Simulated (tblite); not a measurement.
Start geometry of `Clc1ccc2c(c1)C2` from a force field or distance geometry (Å):
```
atom  x, y, z in Å
Cl1    3.0943   -1.2641    0.0667
C2     1.5333   -0.5181    0.0277
C3     1.4211    0.8591    0.0958
C4     0.1182    1.4727    0.0581
C5    -1.0857    0.8146   -0.0025
C6    -0.7531   -0.5345   -0.0576
C7     0.3981   -1.2785   -0.0451
C8    -2.0979   -0.3282   -0.0965
H9     2.2978    1.4932    0.1565
H10    0.0861    2.5557    0.1172
H11    0.3924   -2.3621   -0.0899
H12   -2.6677   -0.4181   -1.0249
H13   -2.7411   -0.4914    0.7768
```

Problem. What comes out of this run: GFN2-xTB geometry optimisation, gas phase (tblite)?

Solution. 
```
atom  x, y, z in Å
Cl1    3.103   -1.169    0.068
C2     1.507   -0.500    0.035
C3     1.367    0.875    0.090
C4     0.103    1.500    0.069
C5    -0.925    0.620   -0.010
C6    -0.771   -0.752   -0.065
C7     0.419   -1.398   -0.047
C8    -2.157   -0.212   -0.094
H9     2.254    1.485    0.152
H10    0.012    2.574    0.112
H11    0.572   -2.465   -0.089
H12   -2.710   -0.239   -1.026
H13   -2.779   -0.319    0.788
```

The energy falls by 90.1 kJ/mol over 20 L-BFGS steps, the largest force on an atom goes from 4.81 to 0.005 eV/Å, and the atoms move by 0.145 Å rms after alignment. The bond that changes most is C6–C8 (substituted aromatic carbon to benzylic-type carbon), which lengthens by 0.127 Å. Bonds longer at the end by more than 0.005 Å: 2 of 14; shorter: 9. Among the angles that change most is C4–C5–C6, from 104.9° to 124.2°. Rotational constants go from 5037, 1159, 948.1 to 4922, 1180, 957.9 MHz. The orientation of the end geometry is arbitrary; only internal coordinates are fixed.

Its GFN2-xTB frequencies are all real (lowest 147 cm⁻¹).

All values are computed, not measured.
